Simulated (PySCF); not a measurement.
Correlation energy of N³⁺ (nitrogen, charge +3)

[He] 2s2, closed-shell 1S. All numbers are calculated (PySCF 2.14, the spin-free X2C one-electron Hamiltonian (Gaussian nucleus), in x2c-TZVPall). Frozen: 1s2; 2 electrons correlated.

Total MP2 correlation energy: -49.23 mhartree.

Same-spin part 0.00 and opposite-spin part -49.23 mhartree; SCS-MP2 scales them by 1/3 and 6/5 to -59.08 mhartree.

With two correlated electrons CCSD is exact within the correlated space (frozen core and kept virtual orbitals).

```csv
level,correlation energy (mhartree)
CCSD,-85.33
```

Diagnostics: T1 = 0.0067, D1 = 0.0094, largest double amplitude 0.154.

Problem. Is a single reference adequate?

Solution. Not fully. A double-excitation amplitude exceeds 0.15, a sign of near-degeneracy.
